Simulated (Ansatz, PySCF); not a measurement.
Ways to break one bond of C[Si](C)(Br)Br:

A. C[Si](C)(Br)Br -> [CH2][Si](C)(Br)Br + H atom
B. C[Si](C)(Br)Br [dibromo(dimethyl)silane] → C[Si](Br)Br + [CH3] (CH3)
C. C[Si](C)(Br)Br -> C[Si](C)Br + Br atom

Quantity: bond dissociation energy (enthalpy at 298 K, with B3LYP-D3(BJ) rigid-rotor harmonic-oscillator terms), kcal/mol. Structures are relaxed separately at B3LYP-D3(BJ)/def2-TZVP in Ansatz (a first-principles code), one conformer each, not searched for the lowest. Frequencies are from Ansatz or PySCF. Valence correlation only, unless marked. UHF or UKS for open shells. Spin-orbit coupling is left out. The frozen core is the preceding noble-gas configuration, with the filled d and f shells of earlier blocks. No relativistic terms. Basis-set limits of correlation are two-point, X^-3; Hartree-Fock from the larger set. [CCSD(T)-MP2]/basis is that difference in the basis named.

```json
[
 {"": "A", "r2SCAN-D3(BJ)/def2-TZVPD (Ansatz + dftd3)": "97.1", "BHLYP-D4/def2-TZVPD (Ansatz + dftd4)": "98.4", "SCS-MP2/def2-TZVPP (Ansatz)": "102.3", "RI-MP2/CBS(def2-TZVPP,def2-QZVPP)+[CCSD(T)-MP2]/def2-TZVPP (Ansatz)": "(withheld)"},
 {"": "B", "r2SCAN-D3(BJ)/def2-TZVPD (Ansatz + dftd3)": "84.0", "BHLYP-D4/def2-TZVPD (Ansatz + dftd4)": "86.4", "SCS-MP2/def2-TZVPP (Ansatz)": "92.5", "RI-MP2/CBS(def2-TZVPP,def2-QZVPP)+[CCSD(T)-MP2]/def2-TZVPP (Ansatz)": "(withheld)"},
 {"": "C", "r2SCAN-D3(BJ)/def2-TZVPD (Ansatz + dftd3)": "98.4", "BHLYP-D4/def2-TZVPD (Ansatz + dftd4)": "95.5", "SCS-MP2/def2-TZVPP (Ansatz)": "98.7", "RI-MP2/CBS(def2-TZVPP,def2-QZVPP)+[CCSD(T)-MP2]/def2-TZVPP (Ansatz)": "(withheld)"}
]
```

Task: Fill in the missing entries.

Result: 
- A, RI-MP2/CBS(def2-TZVPP,def2-QZVPP)+[CCSD(T)-MP2]/def2-TZVPP (Ansatz): 102.7
- B, RI-MP2/CBS(def2-TZVPP,def2-QZVPP)+[CCSD(T)-MP2]/def2-TZVPP (Ansatz): 92.5
- C, RI-MP2/CBS(def2-TZVPP,def2-QZVPP)+[CCSD(T)-MP2]/def2-TZVPP (Ansatz): 101.0
